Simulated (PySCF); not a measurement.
Can point charges reproduce the dipole moment of `OCCC1=C(CO)[SiH2][SiH2]1`?

Coordinates (GFN2-xTB, Å) and charges (e) from the PBE0/pcSseg-1 density (PySCF):

| atom | x | y | z | Mulliken | IAO | Hirshfeld | ESP-fitted |
| --- | --- | --- | --- | --- | --- | --- | --- |
| O1 | 1.104 | -2.098 | -0.173 | -0.4660 | -0.5321 | -0.1998 | -0.6373 |
| C2 | 1.878 | -1.195 | 0.584 | +0.0583 | -0.0406 | +0.0087 | +0.2848 |
| C3 | 1.021 | -0.111 | 1.255 | -0.1402 | -0.2872 | -0.0818 | -0.4287 |
| C4 | 0.245 | 0.630 | 0.215 | -0.4711 | -0.2371 | -0.0799 | +0.0724 |
| C5 | -1.060 | 0.462 | -0.085 | -0.4391 | -0.2548 | -0.0856 | -0.2786 |
| C6 | -2.001 | -0.500 | 0.581 | +0.1829 | -0.0572 | -0.0071 | +0.2153 |
| O7 | -1.818 | -1.833 | 0.149 | -0.4680 | -0.5545 | -0.2403 | -0.6381 |
| Si8 | -1.385 | 1.626 | -1.558 | +0.3922 | +0.4425 | +0.2370 | +0.1809 |
| Si9 | 0.878 | 1.909 | -1.053 | +0.3601 | +0.4158 | +0.2250 | +0.1067 |
| H10 | 0.712 | -1.618 | -0.914 | +0.2499 | +0.3498 | +0.1538 | +0.4006 |
| H11 | 2.382 | -1.802 | 1.339 | +0.1305 | +0.1546 | +0.0513 | +0.0597 |
| H12 | 2.636 | -0.717 | -0.051 | +0.1125 | +0.1235 | +0.0356 | +0.0069 |
| H13 | 0.355 | -0.583 | 1.983 | +0.1277 | +0.1375 | +0.0416 | +0.1761 |
| H14 | 1.688 | 0.573 | 1.786 | +0.1336 | +0.1505 | +0.0492 | +0.1268 |
| H15 | -1.899 | -0.437 | 1.678 | +0.1070 | +0.1207 | +0.0321 | -0.0067 |
| H16 | -3.034 | -0.251 | 0.324 | +0.1157 | +0.1503 | +0.0452 | +0.1110 |
| H17 | -0.901 | -2.099 | 0.321 | +0.2273 | +0.3380 | +0.1206 | +0.4230 |
| H18 | -2.381 | 2.665 | -1.268 | -0.0540 | -0.1042 | -0.0753 | -0.0550 |
| H19 | -1.825 | 0.935 | -2.776 | -0.0495 | -0.1024 | -0.0740 | -0.0352 |
| H20 | 1.460 | 3.096 | -0.416 | -0.0533 | -0.1026 | -0.0761 | -0.0386 |
| H21 | 1.935 | 1.365 | -1.921 | -0.0564 | -0.1102 | -0.0803 | -0.0462 |

Compute μ = Σ q r for each scheme (1 e·Å = 4.803 D) and compare with the dipole of the full density.

The full density gives (1.65, 2.21, 0.62) D, 2.82 D in size; dipole vectors point from the negative to the positive end.

| scheme | μx | μy | μz | size (D) | share of the full size (%) | angle to the full dipole (°) |
| --- | --- | --- | --- | --- | --- | --- |
| Mulliken | 1.86 | 3.90 | -0.10 | 4.33 | 153 | 18 |
| IAO | 2.20 | 4.42 | -0.54 | 4.96 | 176 | 21 |
| Hirshfeld | 1.29 | 1.59 | -0.14 | 2.05 | 73 | 17 |
| ESP-fitted | 1.66 | 2.19 | 0.65 | 2.82 | 100 | 1 |

Which set comes closest?

Length of the difference vector: ESP-fitted 0.04 D, Hirshfeld 1.04 D, Mulliken 1.85 D, IAO 2.55 D. Closest: ESP-fitted. 

What is left for the Hirshfeld atoms' own dipoles?

The shares of the density sum to the whole, so what Σ q r misses lies in dipoles about the nuclei. The atomic dipoles sum to (1.65, 2.21, 0.62) − (1.29, 1.59, -0.14) = (0.36, 0.62, 0.76) D, 1.04 D in size.

With the origin at the mean of the coordinates, (0.000, 0.001, 0.000) Å, which are the largest single terms, by size, of the ESP-fitted dipole along the direction of the full one?

O7 +7.55, H17 -4.26, O1 +3.16, H10 -2.02, C3 -1.61 D; all 21 atoms together +2.82 D. The single terms depend on the origin, their sum doesn't.

Give the size of the full dipole in other units.

2.82 D = 1.111 au = 0.588 e·Å = 9.42 × 10⁻³⁰ C·m.

The structure is a single GFN2-xTB conformer in the gas phase; no vibrational or solvent corrections.
